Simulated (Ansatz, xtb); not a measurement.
## BClGaGeH3: 3 structures ranked

3 gas-phase structures of BClGaGeH3, found in a search over its isomers (lower ones may exist). Each was relaxed with GFN2-xTB; where two conformers were screened, the lower at r2SCAN-D4/def2-SVP is listed:

A. a singlet given by its coordinates
B. `[BH2][Ge][GaH][Cl]`, a singlet
C. a singlet given by its coordinates

C (Å):

```xyz
7

B    -0.9073   -0.5461   -1.6645
Cl    0.8150    1.7327    0.1376
Ga    2.7264    0.8400   -0.9569
Ge    0.2273    1.0488   -2.1666
H    -1.4609   -0.6164   -0.6253
H    -1.4317   -1.0732   -2.5857
H     0.3118   -0.9577   -1.5690
```

Close contacts (Å): B1–Ge4 2.02, Cl2–Ga3 2.38, Cl2–Ge4 2.47, Ga3–Ge4 2.78, B1–H5 1.18, B1–H6 1.18, B1–H7 1.29, Ge4–H7 2.10.

A (Å):

```xyz
7

B    -0.6659    1.0322   -0.7919
Cl    0.7890   -2.8102    1.5329
Ga   -0.2352   -2.1831   -0.2426
Ge    0.1460   -0.3214   -2.0230
H    -0.6220    2.1679   -1.1135
H     0.4945    0.6578   -0.3069
H    -1.5112    0.7419   -0.0113
```

Close contacts (Å): B1–Ge4 2.00, Cl2–Ga3 2.14, Ga3–Ge4 2.60, B1–H5 1.18, B1–H6 1.31, B1–H7 1.19, Ge4–H6 2.01.

Question: Which do you expect lowest at r2SCAN-D4/def2-SVP, and how would the others follow?

Answer: Calculated order at r2SCAN-D4/def2-SVP: C (0.000), A (0.113), B (0.159) eV.

Energies above the lowest of each column, in eV:

```csv
structure,GFN2-xTB,HF/STO-3G,r2SCAN-D4/def2-SVP
C,0.000,2.200,0.000
A,0.112,1.904,0.113
B,0.763,0.000,0.159
```

r2SCAN-D4/def2-SVP puts C lowest; HF/STO-3G picks B. Flexible structures stand in one conformer each, not always the lowest. No reliable frequencies are at hand for these structures.

Programs: Ansatz 0.2.0, xtb 6.7.1.
